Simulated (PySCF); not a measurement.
A TDDFT job was run through a driver script with this input:

```
{"job": {"kind": "uv", "xc": "CAM-B3LYP", "basis": "def2-SVPD", "nstates": 8, "ntriplets": 3}, "charge": 0, "multiplicity": 1}
B     -1.360260     0.578276    -1.653273
O     -0.619594    -0.083744    -0.780576
C     -0.604568     0.163119     0.605132
C     -0.783516    -1.152565     1.357802
C      0.739765     0.823832     0.983416
F      0.757621     2.115219     0.483618
C      1.871388     0.077130     0.466665
C      2.800414    -0.514112    -0.000793
H     -1.221799     0.257611    -2.770625
H     -2.123221     1.418540    -1.325330
H     -1.404953     0.871220     0.871311
H     -1.718948    -1.617095     1.057038
H     -0.801140    -0.979395     2.430797
H      0.033826    -1.827704     1.115154
H      0.811738     0.923609     2.076739
H      3.615650    -1.044997    -0.393518
```

The calculation used PySCF, TDDFT CAM-B3LYP/def2-SVPD, vertical, gas phase, core orbitals frozen in the response. Job line and output are in the format of a driver script around the code.

**Question.** Give the output.

**Answer.** 
```
coarse grid: 13648 points
cycle   1  E = -394.5605124565  dE =  1.128e+00  |g| = 7.792e-01  |ddm| = 1.233e+01
cycle   2  E = -394.5047090085  dE =  5.580e-02  |g| = 1.007e+00  |ddm| = 2.760e+00
cycle   3  E = -394.6803612268  dE = -1.757e-01  |g| = 8.542e-02  |ddm| = 1.264e+00
cycle   4  E = -394.6815440472  dE = -1.183e-03  |g| = 4.406e-02  |ddm| = 2.420e-01
cycle   5  E = -394.6819492732  dE = -4.052e-04  |g| = 1.512e-02  |ddm| = 1.464e-01
cycle   6  E = -394.6819966394  dE = -4.737e-05  |g| = 4.894e-03  |ddm| = 3.236e-02
cycle   7  E = -394.6820025205  dE = -5.881e-06  |g| = 9.614e-04  |ddm| = 1.211e-02
final grid: 133040 points
cycle   8  E = -394.7610134414  dE = -4.223e-05  |g| = 3.812e-03  |ddm| = 1.174e-01
cycle   9  E = -394.7610130831  dE =  3.583e-07  |g| = 4.413e-03  |ddm| = 1.443e-02
cycle  10  E = -394.7610165325  dE = -3.449e-06  |g| = 4.569e-04  |ddm| = 5.554e-03
cycle  11  E = -394.7610165709  dE = -3.844e-08  |g| = 1.870e-04  |ddm| = 1.190e-03
cycle  12  E = -394.7610165784  dE = -7.434e-09  |g| = 5.737e-05  |ddm| = 4.938e-04
cycle  13  E = -394.7610165790  dE = -6.459e-10  |g| = 2.061e-05  |ddm| = 1.105e-04
converged SCF energy = -394.7610165790

Static polarisability (au): isotropic 75.501, principal 65.380 74.425 86.697

Singlet excitations
state   eV       nm        f      main configurations
  1   6.2053    199.8   0.00049   H->L+1 0.50, H->L+2 0.30
  2   6.4205    193.1   0.00013   H-2->L 0.72, H->L 0.16
  3   6.7742    183.0   0.00137   H-1->L+1 0.30, H-1->L+2 0.17, H->L+3 0.14
  4   7.0604    175.6   0.00048   H-1->L+3 0.32, H-1->L+6 0.18, H-1->L+5 0.13
  5   8.0208    154.6   0.01308   H->L 0.27, H->L+1 0.20, H->L+4 0.16
  6   8.0592    153.8   0.09682   H->L 0.40, H->L+2 0.18, H-2->L 0.09
  7   8.3885    147.8   0.06276   H-1->L+4 0.30, H-1->L+1 0.27, H-1->L+2 0.21
  8   8.4556    146.6   0.00354   H-4->L 0.41, H-1->L 0.34

Triplet excitations (Tamm-Dancoff, eV): 5.3330 5.6894 5.8328
```

Isolated species at its GFN2-xTB geometry (one conformer only).

The SCF starts on a coarse grid; the energy jumps when the final grid takes over, and dE counts afresh there. H and L stand for HOMO and LUMO.

The run took 3.1 min wall, 2.4 min CPU (grids of density and orbitals included) on Intel Xeon at 2.50 GHz, one thread, shared host, and the process peaked at 1.1 GiB of memory.

Conformer computed: `[BH2:1][O:2][C@@H:3]([CH3:4])[C@H:5]([F:6])[C:7]#[CH:8]`: B1–O2–C3–C4 130°, O2–C3–C5–F6 71°.
